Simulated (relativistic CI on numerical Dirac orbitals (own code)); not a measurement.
Crystal-field levels of Ir²⁺, 5d7

Calculated by Dirac-Coulomb-Breit CI, separate exchange-only KLI orbitals for each configuration, a model potential for QED, valence Slater integrals scaled by 0.85, one configuration in a parametric crystal field (own radial code).

Field parameters in Wybourne normalisation: Td as Oh with Dq negative (B⁴₀ = 21Dq, B⁴₄ = √(5/14) B⁴₀). The field is a parameter set, without covalency.

S is read from ⟨S²⟩ = S(S + 1).

Levels (cm⁻¹, degeneracy): 0 (4), 10032 (4), 11977 (2), 13776 (4), 17896 (2), 18768 (4), 19188 (2), 19944 (4), 20171 (2), 21880 (4), 24031 (2), 26984 (4).

Q: Which field gives this pattern?
A. Td, 10Dq = -16450 cm⁻¹
B. Td, 10Dq = -11900 cm⁻¹
C. Td, 10Dq = -17000 cm⁻¹
D. Td, 10Dq = -6500 cm⁻¹

A: C. Td, 10Dq = -17000 cm⁻¹, ground level with S = 1.47.
